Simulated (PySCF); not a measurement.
C6H3F3.
Atom-mapped SMILES: `[CH2:1]=[C:2]=[CH:3][C:4]#[C:5][C:6]([F:7])([F:8])[F:9]` (hydrogens: H10, H11 on C1; H12 on C3)

The same species was optimised twice, with GFN2-xTB and with PBE0-D3(BJ)/def2-SVP (PySCF), and the same property calculations (PySCF, gas phase) were run on both structures.

```
  coordinate  GFN2-xTB  PBE0-D3(BJ)/def2-SVP  change
   C3–C4 (Å)     1.405                 1.421  +0.016
   C5–C6 (Å)     1.449                 1.464  +0.015
   C1=C2 (Å)     1.288                 1.302  +0.014
   C6–F9 (Å)     1.346                 1.334  -0.012
   C6–F7 (Å)     1.346                 1.334  -0.012
   C2=C3 (Å)     1.308                 1.320  +0.012
   C6–F8 (Å)     1.345                 1.334  -0.011
   C4≡C5 (Å)     1.204                 1.212  +0.008
F8–C6–F9 (°)     106.5                 107.7    +1.2
C5–C6–F8 (°)     112.3                 111.1    -1.2
F7–C6–F8 (°)     106.5                 107.6    +1.1
F7–C6–F9 (°)     106.4                 107.5    +1.1
C5–C6–F9 (°)     112.3                 111.3    -1.0
C5–C6–F7 (°)     112.4                 111.4    -1.0
C2–C3–C4 (°)     122.6                 123.6    +1.0
C3–C4–C5 (°)     179.1                 178.4    -0.7
```

Rotational constants: A = 4218, B = 628.3, C = 607.0 MHz (GFN2-xTB) against A = 4248, B = 617.9, C = 597.8 MHz (PBE0-D3(BJ)/def2-SVP). Atoms that the bonding makes alike are paired by their places after alignment.

On the GFN2-xTB structure: lowest singlet, TDDFT (eV) 5.48 [CAM-B3LYP/def2-SVPD]; lowest triplet, Tamm–Dancoff (eV) 3.66 [CAM-B3LYP/def2-SVPD]; isotropic polarisability (au) 80.1 [CAM-B3LYP/def2-SVPD]; HOMO (eV) -9.02 [CAM-B3LYP/def2-SVPD]; LUMO (eV) -0.46 [CAM-B3LYP/def2-SVPD]; dipole (D) 4.22 [CAM-B3LYP/def2-SVPD]; HOMO (eV) -7.76 [PBE0/pcSseg-1]; LUMO (eV) -1.54 [PBE0/pcSseg-1]; dipole (D) 4.07 [PBE0/pcSseg-1]; GIAO shielding of C1 (ppm) 104.1 [PBE0/pcSseg-1]; GIAO shielding of C2 (ppm) -47.0 [PBE0/pcSseg-1]; GIAO shielding of C3 (ppm) 109.7 [PBE0/pcSseg-1]; GIAO shielding of C4 (ppm) 99.5 [PBE0/pcSseg-1]; GIAO shielding of C5 (ppm) 99.4 [PBE0/pcSseg-1]; GIAO shielding of C6 (ppm) 62.2 [PBE0/pcSseg-1]; GIAO shielding of F7/F8/F9 (mean) (ppm) 232.6 [PBE0/pcSseg-1].

Task: What do these properties become on the PBE0-D3(BJ)/def2-SVP structure?

Result: 
```
                                    property                level  on GFN2-xTB  on PBE0-D3(BJ)/def2-SVP  change
                  lowest singlet, TDDFT (eV)  CAM-B3LYP/def2-SVPD         5.48                     5.43   -0.05
           lowest triplet, Tamm–Dancoff (eV)  CAM-B3LYP/def2-SVPD         3.66                     3.61   -0.05
               isotropic polarisability (au)  CAM-B3LYP/def2-SVPD         80.1                     81.1    +1.0
                                   HOMO (eV)  CAM-B3LYP/def2-SVPD        -9.02                    -8.95   +0.07
                                   LUMO (eV)  CAM-B3LYP/def2-SVPD        -0.46                    -0.42   +0.04
                                  dipole (D)  CAM-B3LYP/def2-SVPD         4.22                     3.87   -0.35
energy, GFN2-xTB geometry as zero (kcal/mol)  CAM-B3LYP/def2-SVPD          0.0                     -0.8    -0.8
                                   HOMO (eV)        PBE0/pcSseg-1        -7.76                    -7.69   +0.07
                                   LUMO (eV)        PBE0/pcSseg-1        -1.54                    -1.50   +0.04
                                  dipole (D)        PBE0/pcSseg-1         4.07                     3.72   -0.35
energy, GFN2-xTB geometry as zero (kcal/mol)        PBE0/pcSseg-1          0.0                     -0.3    -0.3
                  GIAO shielding of C1 (ppm)        PBE0/pcSseg-1        104.1                    100.9    -3.2
                  GIAO shielding of C2 (ppm)        PBE0/pcSseg-1        -47.0                    -51.4    -4.4
                  GIAO shielding of C3 (ppm)        PBE0/pcSseg-1        109.7                    106.3    -3.4
                  GIAO shielding of C4 (ppm)        PBE0/pcSseg-1         99.5                    101.2    +1.7
                  GIAO shielding of C5 (ppm)        PBE0/pcSseg-1         99.4                     96.8    -2.6
                  GIAO shielding of C6 (ppm)        PBE0/pcSseg-1         62.2                     64.4    +2.2
     GIAO shielding of F7/F8/F9 (mean) (ppm)        PBE0/pcSseg-1        232.6                    240.3    +7.7
```

The heavy atoms differ by 0.051 Å rms after alignment (one structure mirrored). Among bonds between heavy atoms C3–C4 and C5–C6 change most and about equally (+0.015 to +0.016 Å). Changes are differences of the printed values. Neither structure is proved a minimum here.
